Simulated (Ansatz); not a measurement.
Sn2S4, relaxed as a singlet with RKS PBE-D4/def2-SVP in Ansatz, starting from the GFN2-xTB geometry. Force threshold 0.02 eV/Å.

In the def2 sets Sn takes a core potential; there is no spin–orbit coupling. The structure comes from a short search, and lower isomers may exist.

Start:

```xyz
6

Sn   -0.2585   -1.9110   -0.1794
Sn    0.2596    1.9204    0.1697
S     1.7081   -0.1361   -0.3690
S    -1.7064    0.1426    0.3800
S     0.9958    1.0348   -1.9709
S    -0.9987   -1.0507    1.9696
```

Estimate the energy that the relaxation releases and the steps that it takes.

0.19 eV, in 5 steps; 7.5 s on 4 threads of Arm Neoverse V1 on a shared host. No frequencies were taken in this run, so the end may be a saddle point.

Does the start keep its bonding and symmetry?

By distances, no bond broke or formed. The bond that changes most is Sn1–S6, from 2.43 to 2.56 Å (atoms count from 1). Point group Ci at the start, Ci at the end, both within 0.05 Å.

Predict the relaxed structure.


```csv
atom,x (Å),y (Å),z (Å)
Sn1,-0.232,-1.887,-0.242
Sn2,0.233,1.891,0.238
S3,1.790,-0.141,-0.385
S4,-1.788,0.144,0.390
S5,1.010,1.003,-2.030
S6,-1.012,-1.010,2.029
```
Bond lengths (bridged metal pairs left out): 6 × S–Sn 2.56 to 2.68 Å; 2 × S–S 2.15 Å.
